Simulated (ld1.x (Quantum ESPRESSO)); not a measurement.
**Logarithmic derivatives: Ti, RRKJ**

Ti (Z = 22), norm-conserving RRKJ (Kleinman–Bylander form), made with ld1.x (Quantum ESPRESSO) 7.5 (Wu–Cohen, scalar-relativistic). Core [Ne], reference 3s2 3p6 3d1 4s0 4p0 (charge +3). Waves: 3p (bound): rc 1.25 bohr; 3d (bound): rc 1.60 bohr; 3s (bound): rc 1.60 bohr. Local part: the s channel. Core correction: none. rho0 = 0.01.

The phase is arctan(r·u′/u) with u = r·R(r), unwrapped; energies in Ry, scanned from -9 to 5 Ry. A pole is an energy at which the radial function vanishes at the test radius. The pseudo phase is shifted by a multiple of π to meet the all-electron one at the reference energy, and phase errors are pseudo minus all-electron; the curves can meet again beyond the range given. Levels narrower than the energy grid can be missing from the lists of poles.

Q: For each channel, where are the poles, and over which energies does the pseudopotential scatter like the atom?

A:

| channel | radius (bohr) | reference energy (Ry) | poles, all-electron | poles, pseudo | unbroken range about the reference energy with phases within 0.05 rad | phase error 1 Ry above the reference energy (rad) |
| --- | --- | --- | --- | --- | --- | --- |
| s | 1.76 | -6.98 | -6.39 | -6.40, 4.42 | below -3.2 | -0.006 |
| p | 1.76 | -5.21 | -4.43 | -4.44 | below -1.2 | -0.005 |
| d | 1.76 | -2.55 | -1.46 | -1.47 | the whole range | -0.003 |

Phases in the s channel:

```json
{"E (Ry)": "-9.00", "all-electron": "1.222", "pseudo": "1.216"}
{"E (Ry)": "-8.76", "all-electron": "1.193", "pseudo": "1.186"}
{"E (Ry)": "-8.52", "all-electron": "1.152", "pseudo": "1.144"}
{"E (Ry)": "-8.28", "all-electron": "1.093", "pseudo": "1.083"}
{"E (Ry)": "-8.04", "all-electron": "0.995", "pseudo": "0.982"}
{"E (Ry)": "-7.80", "all-electron": "0.809", "pseudo": "0.791"}
{"E (Ry)": "-7.56", "all-electron": "0.367", "pseudo": "0.342"}
{"E (Ry)": "-7.32", "all-electron": "-0.523", "pseudo": "-0.536"}
{"E (Ry)": "-7.08", "all-electron": "-1.135", "pseudo": "-1.135"}
{"E (Ry)": "-6.84", "all-electron": "-1.384", "pseudo": "-1.384"}
{"E (Ry)": "-6.60", "all-electron": "-1.506", "pseudo": "-1.507"}
{"E (Ry)": "-6.36", "all-electron": "-1.577", "pseudo": "-1.581"}
{"E (Ry)": "-6.12", "all-electron": "-1.626", "pseudo": "-1.631"}
{"E (Ry)": "-5.88", "all-electron": "-1.661", "pseudo": "-1.668"}
{"E (Ry)": "-5.64", "all-electron": "-1.689", "pseudo": "-1.698"}
{"E (Ry)": "-5.40", "all-electron": "-1.713", "pseudo": "-1.723"}
{"E (Ry)": "-5.16", "all-electron": "-1.733", "pseudo": "-1.745"}
{"E (Ry)": "-4.92", "all-electron": "-1.752", "pseudo": "-1.766"}
{"E (Ry)": "-4.68", "all-electron": "-1.769", "pseudo": "-1.786"}
{"E (Ry)": "-4.44", "all-electron": "-1.785", "pseudo": "-1.805"}
{"E (Ry)": "-4.20", "all-electron": "-1.802", "pseudo": "-1.825"}
{"E (Ry)": "-3.96", "all-electron": "-1.818", "pseudo": "-1.846"}
{"E (Ry)": "-3.72", "all-electron": "-1.835", "pseudo": "-1.868"}
{"E (Ry)": "-3.48", "all-electron": "-1.852", "pseudo": "-1.892"}
{"E (Ry)": "-3.24", "all-electron": "-1.871", "pseudo": "-1.919"}
{"E (Ry)": "-3.00", "all-electron": "-1.891", "pseudo": "-1.949"}
{"E (Ry)": "-2.76", "all-electron": "-1.913", "pseudo": "-1.984"}
{"E (Ry)": "-2.52", "all-electron": "-1.936", "pseudo": "-2.025"}
{"E (Ry)": "-2.28", "all-electron": "-1.963", "pseudo": "-2.074"}
{"E (Ry)": "-2.04", "all-electron": "-1.993", "pseudo": "-2.135"}
{"E (Ry)": "-1.80", "all-electron": "-2.027", "pseudo": "-2.211"}
{"E (Ry)": "-1.56", "all-electron": "-2.068", "pseudo": "-2.309"}
{"E (Ry)": "-1.32", "all-electron": "-2.115", "pseudo": "-2.439"}
{"E (Ry)": "-1.08", "all-electron": "-2.171", "pseudo": "-2.613"}
{"E (Ry)": "-0.84", "all-electron": "-2.240", "pseudo": "-2.841"}
{"E (Ry)": "-0.60", "all-electron": "-2.324", "pseudo": "-3.120"}
{"E (Ry)": "-0.36", "all-electron": "-2.429", "pseudo": "-3.418"}
{"E (Ry)": "-0.12", "all-electron": "-2.561", "pseudo": "-3.689"}
{"E (Ry)": "0.12", "all-electron": "-2.724", "pseudo": "-3.906"}
{"E (Ry)": "0.36", "all-electron": "-2.921", "pseudo": "-4.070"}
{"E (Ry)": "0.60", "all-electron": "-3.145", "pseudo": "-4.193"}
{"E (Ry)": "0.84", "all-electron": "-3.376", "pseudo": "-4.286"}
{"E (Ry)": "1.08", "all-electron": "-3.592", "pseudo": "-4.359"}
{"E (Ry)": "1.32", "all-electron": "-3.778", "pseudo": "-4.416"}
{"E (Ry)": "1.56", "all-electron": "-3.930", "pseudo": "-4.463"}
{"E (Ry)": "1.80", "all-electron": "-4.052", "pseudo": "-4.501"}
{"E (Ry)": "2.04", "all-electron": "-4.149", "pseudo": "-4.534"}
{"E (Ry)": "2.28", "all-electron": "-4.227", "pseudo": "-4.562"}
{"E (Ry)": "2.52", "all-electron": "-4.291", "pseudo": "-4.586"}
{"E (Ry)": "2.76", "all-electron": "-4.343", "pseudo": "-4.608"}
{"E (Ry)": "3.00", "all-electron": "-4.387", "pseudo": "-4.627"}
{"E (Ry)": "3.24", "all-electron": "-4.424", "pseudo": "-4.644"}
{"E (Ry)": "3.48", "all-electron": "-4.456", "pseudo": "-4.660"}
{"E (Ry)": "3.72", "all-electron": "-4.483", "pseudo": "-4.675"}
{"E (Ry)": "3.96", "all-electron": "-4.508", "pseudo": "-4.688"}
{"E (Ry)": "4.20", "all-electron": "-4.529", "pseudo": "-4.701"}
{"E (Ry)": "4.44", "all-electron": "-4.548", "pseudo": "-4.713"}
{"E (Ry)": "4.68", "all-electron": "-4.565", "pseudo": "-4.725"}
{"E (Ry)": "4.92", "all-electron": "-4.581", "pseudo": "-4.736"}
```
